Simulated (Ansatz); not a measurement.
Frontier orbitals of C₃H₄F₂Si (`C#C[SiH](F)CF`).

Total charge 0; spin multiplicity 1. All single points use the PBE0-D4/def2-TZVP geometry. It is one conformer, not always the lowest. Basis def2-TZVPP, the Gaussian-basis code of Ansatz.

```json
{"functional": "PBE", "HOMO (eV)": "-7.12", "LUMO (eV)": "-1.86", "gap (eV)": "5.26"}
{"functional": "B97M-V", "HOMO (eV)": "-7.46", "LUMO (eV)": "-1.60", "gap (eV)": "5.86"}
{"functional": "PBE0", "HOMO (eV)": "-8.47", "LUMO (eV)": "-0.92", "gap (eV)": "7.55"}
{"functional": "B3LYP", "HOMO (eV)": "-8.24", "LUMO (eV)": "-1.13", "gap (eV)": "7.11"}
{"functional": "LC-ωPBE", "HOMO (eV)": "-11.23", "LUMO (eV)": "1.36", "gap (eV)": "12.59"}
{"functional": "ωB97M-V", "HOMO (eV)": "-10.71", "LUMO (eV)": "1.06", "gap (eV)": "11.77"}
```

Against PBE, PBE0 changes HOMO and LUMO by −1.35 and +0.94 eV, ωB97M-V by −3.59 and +2.92 eV. A gap of 5.25 eV thus becomes 11.77 eV for the same molecule, so an orbital gap means little without its functional. A positive LUMO is unbound and depends on the basis.

B3LYP here is the variant with VWN-RPA as its local correlation; programs differ in this. LC-ωPBE has ω = 0.4 bohr⁻¹.
